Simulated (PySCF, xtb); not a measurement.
C3H5BO3, SMILES O=C1OCB1CO. Other conformers were not sampled.

Harmonic wavenumbers (cm⁻¹) from GFN2-xTB run with xtb at its own minimum, in rising order: 57, 67, 107, 209, 239, 369, 460, 475, 605, 623, 733, 796, 966, 1003, 1050, 1081, 1109, 1150, 1191, 1211, 1256, 1324, 1408, 1433, 1799, 2783, 2895, 2949, 2969, 3554.

Task: What does PBE-D3(BJ)/def2-SVP (PySCF) give at its own minimum? (An estimate is asked for; the answer gives what the named calculation found.)

Result: 88, 93, 110, 213, 277, 350, 418, 464, 589, 635, 716, 844, 892, 923, 1045, 1076, 1110, 1133, 1162, 1216, 1299, 1332, 1386, 1405, 1829, 2731, 2974, 2985, 3040, 3691. Paired by order, the mean absolute difference is 33 cm⁻¹ and the zero-point energies are 51.3 and 51.5 kcal/mol.
